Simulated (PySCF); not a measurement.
C4H12GeN2.
SMILES with atom numbers: `[CH3:1]/[N:2]=[CH:3]\[GeH2:4][N:5]([CH3:6])[CH3:7]` (hydrogens: H8, H9, H10 on C1; H11 on C3; H12, H13 on Ge4; H14, H15, H16 on C6; H17, H18, H19 on C7)

Computed by this run: PBE0-D3(BJ)/def2-SVP geometry optimisation, gas phase in PySCF; density fitting, grid level 1; the optimiser is geomeTRIC in internal coordinates, started from a GFN2-xTB structure with every atom displaced at random (about 0.01 Å).

Geometry at step 3:
```
atom  x, y, z in Å
C1      3.2020   -0.0752    0.0069
N2      2.2930    0.2125   -1.0630
C3      1.0473    0.0482   -0.9152
Ge4     0.0201   -0.5636    0.6666
N5     -1.7371   -0.4254    0.1404
C6     -2.7334   -1.2667    0.7517
C7     -2.2320    0.8713   -0.2425
H8      3.7515    0.8462    0.2644
H9      2.7325   -0.4743    0.9303
H10     3.9568   -0.7968   -0.3377
H11     0.4204    0.2538   -1.8003
H12     0.3417    0.2922    1.9206
H13     0.2526   -2.0442    0.9977
H14    -2.3110   -2.2505    1.0053
H15    -3.1687   -0.8383    1.6801
H16    -3.5729   -1.4409    0.0537
H17    -2.6025    1.4751    0.6144
H18    -1.4485    1.4600   -0.7439
H19    -3.0706    0.7728   -0.9567
```

Q: Give the atomic forces at this geometry.

A: 
```csv
atom,Fx (eV/Å),Fy (eV/Å),Fz (eV/Å)
C1,-0.085,0.173,0.078
N2,0.050,-0.115,-0.004
C3,0.021,-0.013,0.001
Ge4,-0.005,0.059,-0.035
N5,0.021,-0.027,-0.015
C6,0.028,0.026,-0.002
C7,-0.009,-0.011,0.021
H8,0.006,-0.040,0.020
H9,-0.002,0.015,-0.015
H10,0.030,-0.053,-0.047
H11,-0.075,0.046,-0.015
H12,0.015,0.020,0.015
H13,0.018,-0.094,0.016
H14,0.005,-0.012,-0.002
H15,-0.002,0.001,0.014
H16,-0.020,0.001,-0.013
H17,-0.003,0.005,-0.002
H18,0.013,0.018,-0.015
H19,-0.005,0.003,0.000
```

The largest, 0.21 eV/Å, acts on C1; the rms over all components is 0.041 eV/Å. The forces sum to zero within rounding, as they must for an isolated molecule in no field.

Q: Give the force on C1 in Eh/bohr and in nN.

A: 0.208 eV/Å ÷ 51.422 = 0.00404 Eh/bohr, and 0.208 eV/Å × 1.602 = 0.33 nN.

Q: How far is this geometry from the end of the optimisation?

A: 0.003 eV above it, and 0.029 Å rms away after alignment. The bonds farthest from their final lengths, with half the difference of the two atoms' forces along the bond (positive lengthens):

```tsv
bond	now (Å)	final (Å)	force along bond (eV/Å)
Ge4–H13	1.535	1.540	+0.08
C1–H10	1.100	1.102	+0.13
C3–H11	1.104	1.105	+0.04
Ge4–H12	1.552	1.553	+0.01
C3–Ge4	1.983	1.981	-0.02
```

The angle farthest from its final value is N2–C3–H11, 116.2° against 116.8°.

What follows is the cost of the whole optimisation. The run took 2.3 min on one thread, Arm Neoverse V1 (aarch64), no GPU, shared host, and the process peaked at 0.74 GiB of memory.
